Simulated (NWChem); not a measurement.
System: CClF, singlet; SMILES F[C]Cl

NWChem input:

```
start job
memory heap 200 mb stack 900 mb global 1100 mb
geometry units angstroms noautosym nocenter noautoz
  F     -0.260633     1.463754     0.000000
  C      0.690215     0.577974     0.000000
  Cl    -0.128102    -1.013010     0.000000
end
basis spherical
  * library aug-cc-pvtz
end
dft
  xc pbe0
  iterations 150
end
property
  response 1 0.0
end
task dft property
```

Excerpt of the output:

```
             Northwest Computational Chemistry Package (NWChem) 7.3.0
             --------------------------------------------------------

                             Geometry "geometry" -> ""
                             -------------------------

 Output coordinates in angstroms (scale by  1.889725989 to convert to a.u.)

  No.       Tag          Charge          X              Y              Z
 ---- ---------------- ---------- -------------- -------------- --------------
    1 F                    9.0000    -0.26063300     1.46375400     0.00000000
    2 C                    6.0000     0.69021500     0.57797400     0.00000000
    3 Cl                  17.0000    -0.12810200    -1.01301000     0.00000000

 Effective nuclear repulsion energy (a.u.)      84.8017587744

                              NWChem Property Module
                              ----------------------

                                 NWChem DFT Module
                                 -----------------

 Summary of "ao basis" -> "ao basis" (spherical)
 ------------------------------------------------------------------------------
       Tag                 Description            Shells   Functions and Types
 ---------------- ------------------------------  ------  ---------------------
 F                        aug-cc-pvtz               14       46   5s4p3d2f
 C                        aug-cc-pvtz               14       46   5s4p3d2f
 Cl                       aug-cc-pvtz               16       50   6s5p3d2f

            General Information
            -------------------
          SCF calculation type: DFT
          Wavefunction type:  closed shell.
          No. of atoms     :     3
          No. of electrons :    32
           Alpha electrons :    16
            Beta electrons :    16
          Charge           :     0
          Spin multiplicity:     1
          Use of symmetry is: off; symmetry adaption is: off
          Maximum number of iterations: 150
          AO basis - number of functions:   142
                     number of shells:    44
          Convergence on energy requested:  1.00D-06
          Convergence on density requested:  1.00D-05
          Convergence on gradient requested:  5.00D-04

              XC Information
              --------------
                         PBE0 Method XC Functional
                     Hartree-Fock (Exact) Exchange  0.250
          PerdewBurkeErnzerhof Exchange Functional  0.750
            Perdew 1991 LDA Correlation Functional  1.000 local
           PerdewBurkeErnz. Correlation Functional  1.000 non-local

             Grid Information
             ----------------
          Grid used for XC integration:  medium
          Radial quadrature: Mura-Knowles
          Angular quadrature: Lebedev.
          Tag              B.-S. Rad. Rad. Pts. Rad. Cut. Ang. Pts.
          ---              ---------- --------- --------- ---------
          F                   0.50       49          11.0       434
          C                   0.70       49          11.0       434
          Cl                  1.00       88          11.0       590
          Grid pruning is: on
          Number of quadrature shells:   186
          Spatial weights used:  Erf1

      Superposition of Atomic Density Guess
      -------------------------------------

 Sum of atomic energies:        -596.57006262

      Non-variational initial energy
      ------------------------------

 Total energy =    -597.006067
 1-e energy   =    -993.452667
 2-e energy   =     311.644841
 HOMO         =      -0.275996
 LUMO         =      -0.033972

   convergence    iter        energy       DeltaE   RMS-Dens  Diis-err
 ---------------- ----- ----------------- --------- --------- ---------
 d= 0,ls=0.0,diis     1   -597.7251953076 -6.83D+02  7.23D-03  9.43D-01
 d= 0,ls=0.0,diis     2   -597.5182367502  2.07D-01  4.90D-03  2.79D+00
 d= 0,ls=0.0,diis     3   -597.8212149710 -3.03D-01  1.05D-03  3.04D-02
 d= 0,ls=0.0,diis     4   -597.8240444121 -2.83D-03  3.97D-04  1.27D-02
 d= 0,ls=0.0,diis     5   -597.8254171315 -1.37D-03  9.56D-05  1.60D-03
  Resetting Diis
 d= 0,ls=0.0,diis     6   -597.8255323669 -1.15D-04  2.58D-05  3.67D-05
 d= 0,ls=0.0,diis     7   -597.8255378823 -5.52D-06  8.12D-06  1.75D-06
 d= 0,ls=0.0,diis     8   -597.8255379127 -3.04D-08  5.02D-06  1.86D-06

         Total DFT energy =     -597.825537912734
      One electron energy =     -993.338725165202
           Coulomb energy =      354.384449154591
    Exchange-Corr. energy =      -43.673020676556
 Nuclear repulsion energy =       84.801758774434

 Numeric. integr. density =       31.999998711162

                       DFT Final Molecular Orbital Analysis
                       ------------------------------------

 Vector   14  Occ=2.000000D+00  E=-3.842386D-01
              MO Center= -6.6D-02, -7.7D-01,  2.6D-09, r^2= 1.5D+00
   Bfn.  Coefficient  Atom+Function         Bfn.  Coefficient  Atom+Function
  ----- ------------  ---------------      ----- ------------  ---------------
   104      0.533299  3 Cl pz               110      0.297257  3 Cl pz
   107      0.247632  3 Cl pz                11     -0.119000  1 F  pz
     8     -0.099485  1 F  pz                57      0.098872  2 C  pz
    14     -0.082196  1 F  pz                54      0.070805  2 C  pz
    60      0.053750  2 C  pz                70     -0.033269  2 C  d -1

 Vector   15  Occ=2.000000D+00  E=-3.706070D-01
              MO Center= -4.5D-02, -7.5D-01,  8.9D-10, r^2= 1.7D+00
   Bfn.  Coefficient  Atom+Function         Bfn.  Coefficient  Atom+Function
  ----- ------------  ---------------      ----- ------------  ---------------
   102      0.396892  3 Cl px               103     -0.362720  3 Cl py
   108      0.226408  3 Cl px               109     -0.208808  3 Cl py
   105      0.185613  3 Cl px               106     -0.170309  3 Cl py
    10     -0.131286  1 F  py                 7     -0.110775  1 F  py
    13     -0.096403  1 F  py                50      0.081310  2 C  s

 Vector   16  Occ=2.000000D+00  E=-3.076178D-01
              MO Center=  5.8D-01,  2.4D-01,  5.2D-10, r^2= 2.1D+00
   Bfn.  Coefficient  Atom+Function         Bfn.  Coefficient  Atom+Function
  ----- ------------  ---------------      ----- ------------  ---------------
    50      0.398793  2 C  s                102     -0.310201  3 Cl px
    48      0.296240  2 C  s                 55      0.259300  2 C  px
    52      0.208675  2 C  px               108     -0.206195  3 Cl px
     9     -0.168044  1 F  px               103     -0.152015  3 Cl py
   105     -0.146296  3 Cl px                 6     -0.139735  1 F  px

 Vector   17  Occ=0.000000D+00  E=-1.154939D-01
              MO Center=  5.0D-01,  4.0D-01, -6.6D-10, r^2= 1.8D+00
   Bfn.  Coefficient  Atom+Function         Bfn.  Coefficient  Atom+Function
  ----- ------------  ---------------      ----- ------------  ---------------
    57      0.441970  2 C  pz                60      0.406552  2 C  pz
    54      0.326707  2 C  pz               104     -0.212361  3 Cl pz
   110     -0.194660  3 Cl pz                11     -0.183723  1 F  pz
    14     -0.166793  1 F  pz                 8     -0.154358  1 F  pz
    63      0.130916  2 C  pz               107     -0.101164  3 Cl pz

 Vector   18  Occ=0.000000D+00  E= 2.329261D-03
              MO Center=  8.7D-02, -6.3D-01,  1.5D-09, r^2= 5.8D+00
   Bfn.  Coefficient  Atom+Function         Bfn.  Coefficient  Atom+Function
  ----- ------------  ---------------      ----- ------------  ---------------
    98      1.000964  3 Cl s                112      0.627471  3 Cl py
    59      0.597492  2 C  py               109      0.501339  3 Cl py
    51     -0.496167  2 C  s                 50     -0.435905  2 C  s
    62      0.424391  2 C  py                 5     -0.415341  1 F  s
    97      0.328247  3 Cl s                 56      0.320877  2 C  py

 Vector   19  Occ=0.000000D+00  E= 2.052430D-02
              MO Center= -6.5D-01, -1.3D-01,  1.2D-07, r^2= 1.1D+01
   Bfn.  Coefficient  Atom+Function         Bfn.  Coefficient  Atom+Function
  ----- ------------  ---------------      ----- ------------  ---------------
    51      3.935994  2 C  s                 98     -2.239063  3 Cl s
     5     -1.956713  1 F  s                 50      1.470448  2 C  s
    58     -0.906062  2 C  px               112     -0.884526  3 Cl py
    61     -0.742518  2 C  px                 4     -0.446680  1 F  s
    97     -0.421641  3 Cl s                 15     -0.419001  1 F  px

     Multipole analysis of the density
     ---------------------------------

     L   x y z        total         alpha         beta         nuclear
     -   - - -        -----         -----         ----         -------
     0   0 0 0     -0.000000    -16.000000    -16.000000     32.000000

     1   1 0 0     -0.251366      0.235388      0.235388     -0.722142
     1   0 1 0      0.029167      0.562169      0.562169     -1.095172
     1   0 0 1      0.000000      0.000000      0.000000      0.000000

     2   2 0 0    -18.703024    -16.044969    -16.044969     13.386915
     2   1 1 0     -0.117727     -2.140974     -2.140974      4.164221
     2   1 0 1     -0.000000     -0.000000     -0.000000      0.000000
     2   0 2 0    -16.879431    -77.598238    -77.598238    138.317045
     2   0 1 1      0.000000      0.000000      0.000000      0.000000
     2   0 0 2    -16.606164     -8.303082     -8.303082      0.000000

 *** CALLING NEW AORESP DRIVER FOR CLOSED AND OPEN SHELLS ***
 Entering AOResponse driver routine

--------------------------------------------------------------------------------

          -----------------------------------------------
          Solving response equations for perturbing field
          -----------------------------------------------

 number of frequencies:     1
 frequency in a.u.:  0.0000000E+00
 Perturbing field: electric
 Using El. Dipole Length Gauge

 Setting up CPKS with frequency omega =      0.00000000 a.u.

 STATIC response

                                NWChem CPHF Module
                                ------------------

  scftype          =     RHF
  nclosed          =       16
  nopen            =        0
  variables        =     2016
  # of vectors     =        3
  tolerance        = 0.10D-03
  level shift      = 0.00D+00
  max iterations   =       50
  max subspace     =       30

 SCF residual:    6.0800057585591236E-004

Iterative solution of linear equations
  No. of variables     2016
  No. of equations        3
  Maximum subspace       30
        Iterations       50
       Convergence  1.0D-04

   iter   nsub   residual    time
   ----  ------  --------  ---------
     1      3    5.43D+00     100.7
     2      6    2.18D+00     133.5
     3      9    4.59D-01     179.9
     4     12    2.62D-02     226.1
     5     15    5.04D-03     272.5
     6     18    1.33D-03     319.6
     7     21    1.83D-04     354.8
     8     24    2.83D-05     391.8

 Electric Dipole Response Matrix (nonzero elements):

              1        2        3
    1   27.7036   4.8454   0.0000
    2    4.8454  40.2258  -0.0000
    3    0.0000  -0.0000  23.4968

 ------------------------------------------
 average:        30.47539 + I       0.00000

 DFT Linear Response polarizability / au
 Frequency  =       0.0000000 / au
              X              Y              Z
 -----------------------------------------------
 X      27.7035630      4.8454377      0.0000001
 Y       4.8454197     40.2258042     -0.0000000
 Z       0.0000001     -0.0000000     23.4968042
 -----------------------------------------------
 Eigenvalues =      26.0476199     41.8817473     23.4968042
 Isotropic   =      30.4753905
 Anisotropic =      17.2515561
 -----------------------------------------------

 Magnetic Dipole Response Matrix (nonzero elements):

 Exiting AOResponse driver routine
```

Level: PBE0/aug-cc-pVTZ. Low-valent species are run as closed-shell singlets; no triplet was tried in these runs. Geometry: optimised at B3LYP/6-31G* (spherical d).
